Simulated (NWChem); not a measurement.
Molecule: GaH2O2Br; SMILES [Br][Ga]([OH])[OH]

```xyz
6

Ga    -0.0061     0.7475     0.0000
Br    -0.0074    -1.5216     0.0000
O     -1.5498     1.6086     0.0000
H     -1.4396     2.5664     0.0000
O      1.4983     1.6868     0.0000
H      2.2991     1.1515     0.0000
```
Atoms are numbered in this order, from 1.

All runs: NWChem. All runs use the structure optimised with PBE0/def2-SVP. B3LYP is NWChem's, with the RPA form of VWN correlation. Ions are spin-unrestricted doublets at the neutral geometry; other ion states weren't tried.

Q: What does the run give for B3LYP/def2-SVP? Quantities: −ε(HOMO) (eV).

A: 
```yaml
"−ε(HOMO) (eV)": 8.21
```
